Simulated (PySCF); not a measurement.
Two species compared at the same levels of theory.

First species: SnH3(NHtBu), C₄H₁₃NSn.
Bonds: Sn1–N5, N5–C6, C6–C7, C6–C8, C6–C9. Hydrogens: H2, H3, H4 on Sn1; H10 on N5; H11, H12, H13 on C7; H14, H15, H16 on C8; H17, H18, H19 on C9.

Second species: C5H8Se.
Atom-mapped SMILES: `[CH3:1][C@H:2]1[CH:3]=[CH:4][Se:5][CH2:6]1` (hydrogens: H7, H8, H9 on C1; H10 on C2; H11 on C3; H12 on C4; H13, H14 on C6)

Geometry (PBE0-D3(BJ)/def2-SVP, Å), atoms numbered from 1 in this order:
```
atom  x, y, z in Å
C1    -1.2574   -1.1925   -0.8556
C2    -0.3608   -0.4761    0.1468
C3     1.1065   -0.5079   -0.2021
C4     1.8332    0.5545    0.1571
Se5    0.8367    1.9484    0.9696
C6    -0.7547    0.9938    0.3236
H7    -0.9829   -2.2549   -0.9436
H8    -2.3138   -1.1457   -0.5495
H9    -1.1706   -0.7366   -1.8547
H10   -0.4664   -0.9819    1.1291
H11    1.5547   -1.3958   -0.6583
H12    2.9139    0.6593    0.0433
H13   -1.5801    1.1336    1.0343
H14   -1.0343    1.4414   -0.6434
```

Levels: wB97X-D/def2-SVPD for HOMO energy, LUMO energy, HOMO–LUMO gap and static isotropic polarisability; TDDFT wB97X-D/def2-SVPD for lowest singlet excitation. Geometries: PBE0-D3(BJ)/def2-SVP. All species are isolated and taken at one optimised geometry (atoms past krypton carry core potentials, spin–orbit coupling is left out); the electronic structure was computed with PySCF and density fitting.

Task: Which of the two has the higher LUMO energy, and by how much?

Result: The first: 1.54 eV against 1.48 eV, a difference of 0.06 eV.

Task: Which of the two has the higher S1 energy, and by how much?

Result: The first: 5.59 eV against 4.24 eV, a difference of 1.35 eV.

Task: Which of the two has the higher HOMO–LUMO gap, and by how much?

Result: The first: 9.85 eV against 9.02 eV, a difference of 0.83 eV.

Task: Which has the higher HOMO energy?

Result: The second: -7.54 eV against -8.31 eV, a difference of 0.77 eV.

Task: Which of the two has the higher static isotropic polarisability, and by how much?

Result: The first: 99.5 au against 85.2 au, a difference of 14.3 au.

On the first: S1 lies 4.26 eV below the HOMO–LUMO gap; its leading configuration is HOMO→LUMO+1, weight 0.87. The principal polarisabilities are 92.7, 92.8 and 112.9 au; their mean is the isotropic value. Atoms past krypton carry effective core potentials; spin–orbit coupling is left out.

On the second: The principal polarisabilities are 66.9, 82.6 and 106.2 au; their mean is the isotropic value. No computed singlet falls in the visible range (750 to 380 nm, 1.65 to 3.26 eV); S1 lies 0.98 eV above its blue end. Relativistic effects, spin–orbit coupling among them, are left out although an element past zinc is present.
